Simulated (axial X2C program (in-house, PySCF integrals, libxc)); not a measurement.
**SeOH: properties at the nuclei**

Computed with an axial X2C code built on PySCF integrals: two-component X2C with atomic mean-field Coulomb and Gaunt terms, Gaussian nuclei, basis Se dyall-v3z, O dyall-av3z, H dyall-v3z with contracted cores.

Se–O–H held linear, with bonds 1.732 and 0.949 Å (near the PBE0 minimum at charge 0 of the determinant lowest at the starting distance; the state shown can have its own minimum elsewhere, held linear; other orders of the atoms were not compared).

Determinant lowest in the PBE0 search, Ω = 3/2 (⟨Sz⟩ = 0.50, ⟨Lz⟩ = 1.00 at PBE0), spin on the atoms Se 0.44, O 0.07, H 0.00:

```tsv
level	Eeff magnitude (GV/cm)	Ws magnitude Se (kHz)	A∥/gI Se (MHz)	qzz Se (a.u.)	A∥/gI O (MHz)	qzz O (a.u.)	A∥/gI H (MHz)	qzz H (a.u.)	μ (D)
PBE0	0.277	0.0897	416	9.18	61.8	2.20	3.16	0.53	1.02
HF	0.921	0.274	484	9.10	62.7	2.27	2.15	0.53	0.63
r2SCAN	0.313	0.103	440	9.37	70.2	2.23	3.58	0.53	1.22
```

Determinant 0.21 eV from it at PBE0 and this distance, Ω = 1/2 (⟨Sz⟩ = -0.50, ⟨Lz⟩ = 1.00 at PBE0), spin on the atoms Se -0.43, O -0.08, H 0.00:

| level | Eeff magnitude (GV/cm) | Ws magnitude Se (kHz) | A∥/gI Se (MHz) | qzz Se (a.u.) | A∥/gI O (MHz) | qzz O (a.u.) | A∥/gI H (MHz) | qzz H (a.u.) | μ (D) |
| --- | --- | --- | --- | --- | --- | --- | --- | --- | --- |
| PBE0 | 0.204 | 0.138 | 2370 | 9.07 | 227 | 2.18 | 8.33 | 0.53 | 1.11 |
| HF | 0.113 | 0.134 | 2380 | 8.94 | 108 | 2.26 | 6.81 | 0.53 | 0.69 |
| r2SCAN | 0.0723 | 0.0182 | 2140 | 9.27 | 218 | 2.21 | 8.21 | 0.53 | 1.32 |

Eeff is the effective electric field on the electron electric dipole moment in this Ω state and Ws the scalar–pseudoscalar constant of the nucleus named (defined with the proton number Z and per Ω); A∥ (defined per Ω) follows by multiplying with gI = μI/(I μN); qzz is the electric field gradient, eQq0 = 234.96 MHz × Q/barn × qzz; μ is positive if the H end (last atom) is positive. The operators were transformed with the bare-nucleus X2C matrices; with these basis sets, hyperfine constants and field gradients can be off by tens of per cent, and where levels differ in sign neither size nor sign is settled.

Q: With gI(77Se) = 1.0701, gI(17O) = -0.7575, Q(17O) = -0.02558 barn, gI(1H) = 5.5857 (g factors from the IAEA table of nuclear moments by Stone; Q from Pyykkö, Mol. Phys. 2018), turn the PBE0 values of the first state into constants in MHz.

A: A∥(77Se) = 416 × 1.0701 = 445 MHz; A∥(17O) = 61.8 × -0.7575 = -46.8 MHz; eQq0(17O) = 234.96 × (-0.02558) × (2.20) = -13.2 MHz; A∥(1H) = 3.16 × 5.5857 = 17.7 MHz.

The molecule was held linear; bending was not examined, so a bent shape may lie lower.

Each state is one determinant with collinear spin. Unrestricted Hartree–Fock can overshoot spin polarisation at the nuclei. In the state Ω = 1/2 the sign of Eeff differs between levels (HF against PBE0). Where Eeff spreads by more than a factor of two the levels disagree and none is to be relied on. The search compared states at one distance, so a state with another bond length can lie lower. The sign of Ws at Se differs between levels in the second state. PBE0 term energies can be off by some tenths of an eV.
